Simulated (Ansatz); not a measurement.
Isolated molecules relaxed with PBE0-D4/def2-TZVP in Ansatz; ΔE leaves out vibrations. CBS: MP2 limit from def2 TZ/QZ plus the TZ coupled-cluster correction, frozen cores. This one scheme is used for every species. Functionals use def2-TZVPP. B3LYP here is the variant with VWN-RPA as its local correlation; programs differ in this. One conformer a species, not always the lowest.

Reaction (ligand exchange at the Si–S bond): `N=C(F)S[SiH2]N` + `OBF` → `N[SiH2]OBF` + `N=C(F)S`

```json
{"level": "PBE-D4", "ΔE (kJ/mol)": "-24.9", "difference from CCSD(T)/CBS": "14.4"}
{"level": "B3LYP", "ΔE (kJ/mol)": "-44.7", "difference from CCSD(T)/CBS": "-5.4"}
{"level": "HF/def2-TZVPP", "ΔE (kJ/mol)": "-60.3", "difference from CCSD(T)/CBS": "-21.0"}
{"level": "MP2/def2-TZVPP", "ΔE (kJ/mol)": "-37.7", "difference from CCSD(T)/CBS": "1.6"}
{"level": "SCS-MP2/def2-TZVPP", "ΔE (kJ/mol)": "-43.0", "difference from CCSD(T)/CBS": "-3.7"}
{"level": "CCSD/def2-TZVPP", "ΔE (kJ/mol)": "-44.6", "difference from CCSD(T)/CBS": "-5.3"}
{"level": "HF/def2-QZVPP", "ΔE (kJ/mol)": "-62.7", "difference from CCSD(T)/CBS": "-23.4"}
{"level": "MP2/def2-QZVPP", "ΔE (kJ/mol)": "-37.7", "difference from CCSD(T)/CBS": "1.6"}
{"level": "SCS-MP2/def2-QZVPP", "ΔE (kJ/mol)": "-42.8", "difference from CCSD(T)/CBS": "-3.5"}
{"level": "CCSD/CBS(def2)", "ΔE (kJ/mol)": "-43.1", "difference from CCSD(T)/CBS": "-3.8"}
{"level": "CCSD(T)/CBS", "ΔE (kJ/mol)": "-39.3", "difference from CCSD(T)/CBS": "0"}
```

Largest T1 diagnostic among the species: 0.014.

In def2-TZVPP, CCSD(T) changes the Hartree–Fock value by +19.5 kJ/mol (the triples alone add +3.9 kJ/mol) and MP2 by +22.6 kJ/mol. From PBE to PBE0 (25 % exact exchange), in def2-TZVPP and without D4, ΔE moves by −4.3 kJ/mol. The D4 term adds +4.9 kJ/mol with B3LYP and +2.7 kJ/mol with PBE0; it sums over pairs of atoms, weighted by their polarisabilities, and B3LYP, whose exchange is more repulsive, gets the larger term.
